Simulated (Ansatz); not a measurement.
One change: `O[Si](O)(O)[O][Al]([F])[Cl]` becomes `CCO[Si](O)(O)O`.

Ansatz, PBE0-D4/def2-TZVP geometries, multiplicity 1. Each molecule was computed in one conformer, which needn't be the lowest.

```
                                          property  `O[Si](O)(O)[O][Al]([F])[Cl]`
             LUMO energy (ωB97M-V/def2-TZVPP) / eV                           0.68
             HOMO–LUMO gap (B3LYP/def2-TZVPP) / eV                           7.61
size of the dipole moment (ωB97M-V/def2-TZVPP) / D                           2.15
                 LUMO energy (PBE/def2-TZVPP) / eV                          -1.81
    size of the dipole moment (PBE/def2-TZVPP) / D                           2.11
               HOMO energy (B3LYP/def2-TZVPP) / eV                          -8.87
```

Question: What does the change do to each property? (Best estimate.)

Answer: Computed: 
| property | `CCO[Si](O)(O)O` | shift |
| --- | --- | --- |
| LUMO energy (ωB97M-V/def2-TZVPP) / eV | 2.06 | 1.38 |
| HOMO–LUMO gap (B3LYP/def2-TZVPP) / eV | 8.26 | 0.65 |
| size of the dipole moment (ωB97M-V/def2-TZVPP) / D | 0.36 | -1.79 |
| LUMO energy (PBE/def2-TZVPP) / eV | -0.30 | 1.51 |
| size of the dipole moment (PBE/def2-TZVPP) / D | 0.31 | -1.80 |
| HOMO energy (B3LYP/def2-TZVPP) / eV | -8.04 | 0.83 |

With PBE0 the HOMO rises by 0.86 eV and the LUMO rises by 1.54 eV, so the gap widens by about 0.68 eV. PBE moves the HOMO by 0.72 eV and ωB97M-V by 0.88 eV. Dipoles are sizes alone; their direction can turn.

B3LYP here is the variant with VWN-RPA as its local correlation; programs differ in this.
